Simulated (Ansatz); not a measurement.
Calculated with Ansatz (gas phase, PBE0-D4/def2-TZVP geometries, no zero-point term in ΔE). CBS: MP2 limit from def2 TZ/QZ plus the TZ coupled-cluster correction, frozen cores. This one scheme is used for every species. DFT in def2-TZVPP. B3LYP here is the variant with VWN-RPA as its local correlation; programs differ in this. For Br outer-core shells are correlated without core-valence functions, which leaves a few kJ/mol of doubt a bond. Scalar relativity is left out up to krypton. Each species was taken in one conformer, which may not be the lowest.

Reaction (cleavage of the Si–Si bond): `C[SiH2][SiH2][SiH3]` + HBr → `C[SiH2][SiH2]Br` + SiH₄

```tsv
level	ΔE (kcal/mol)	difference from CCSD(T)/CBS
PBE-D4	-17.0	3.9
r2SCAN-D4	-19.5	1.4
PBE0-D4	-18.4	2.5
B3LYP-D4	-20.3	0.6
ωB97X-V	-20.5	0.4
ωB97M-V	-21.7	-0.8
B2PLYP	-21.4	-0.5
PBE	-17.3	3.6
r2SCAN	-19.7	1.2
PBE0	-18.6	2.3
B3LYP	-20.7	0.2
HF/def2-TZVPP	-25.2	-4.3
MP2/def2-TZVPP	-22.3	-1.4
SCS-MP2/def2-TZVPP	-22.6	-1.7
CCSD/def2-TZVPP	-20.4	0.5
CCSD(T)/def2-TZVPP	-19.8	1.1
HF/def2-QZVPP	-25.2	-4.3
MP2/def2-QZVPP	-22.9	-2.0
SCS-MP2/def2-QZVPP	-23.1	-2.2
HF/CBS(def2)	-25.2	-4.3
MP2/CBS(def2)	-23.4	-2.5
CCSD/CBS(def2)	-21.5	-0.6
CCSD(T)/CBS	-20.9	0
```

Largest T1 diagnostic among the species: 0.012.

From PBE to PBE0 (25 % exact exchange), in def2-TZVPP and without D4, ΔE moves by −1.3 kcal/mol. In def2-TZVPP, CCSD(T) changes the Hartree–Fock value by +5.3 kcal/mol (the triples alone add +0.5 kcal/mol) and MP2 by +2.9 kcal/mol.

CCSD(T)/CBS has its own doubt, a few kJ/mol and more with outer-core shells, so smaller differences from it don't rank the levels.
